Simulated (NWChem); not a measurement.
Species: borohydride (BH₄ anion); SMILES [BH4-]

```xyz
5

B      0.0001    -0.0002     0.0001
H     -0.8117    -0.8194    -0.4723
H      0.1554    -0.2243     1.2159
H     -0.4373     1.1562    -0.1562
H      1.0935    -0.1124    -0.5874
```
Atoms are numbered in this order, from 1.

Level: B3LYP/def2-SVPD (NWChem), optimised geometry, unscaled harmonic frequencies. 

```json
[
 {"frequency (cm⁻¹)": "1060", "IR intensity (km/mol)": "41.2"},
 {"frequency (cm⁻¹)": "1060", "IR intensity (km/mol)": "41.2"},
 {"frequency (cm⁻¹)": "1060", "IR intensity (km/mol)": "41.2"},
 {"frequency (cm⁻¹)": "1188", "IR intensity (km/mol)": "0.0"},
 {"frequency (cm⁻¹)": "1188", "IR intensity (km/mol)": "0.0"},
 {"frequency (cm⁻¹)": "2266", "IR intensity (km/mol)": "546.6"},
 {"frequency (cm⁻¹)": "2267", "IR intensity (km/mol)": "545.9"},
 {"frequency (cm⁻¹)": "2268", "IR intensity (km/mol)": "545.9"},
 {"frequency (cm⁻¹)": "2274", "IR intensity (km/mol)": "7.1"}
]
```

| Item | Result |
|---|---|
| zero-point energy | 20.9 kcal/mol |
| thermal correction to the enthalpy at 298.15 K (with zero-point energy) | 23.4 kcal/mol |
| heat capacity Cv | 7.3 cal/(mol K) |
| entropy at 298.15 K and 1 atm (symmetry number 12) | 45.3 cal/(mol K) |

Rigid rotor and harmonic oscillator.
